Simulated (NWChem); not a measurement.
System: MoN2H2Cl2; SMILES [Mo]([Cl])(=[NH])([Cl])=[NH]

No frequency run checked for a minimum. def2 effective core potentials on Mo; no spin-orbit coupling.

Task: Give the equilibrium geometry at PBE-D3(BJ)/def2-SVP with def2 effective core potentials on Mo (NWChem) as a list of bonds and angles, with the point group.

Result: point group C2v; any orientation.
Bonded distances (Å): Mo1–N2 1.732, Mo1–N4 1.732, Mo1–Cl6 2.294, Mo1–Cl7 2.294, N2–H3 1.028, N4–H5 1.028. Bond angles (°): N2–Mo1–N4 108.9, N2–Mo1–Cl6 107.7, N2–Mo1–Cl7 107.7, N4–Mo1–Cl6 107.7, N4–Mo1–Cl7 107.7, Cl6–Mo1–Cl7 116.9, Mo1–N2–H3 153.7, Mo1–N4–H5 153.7.
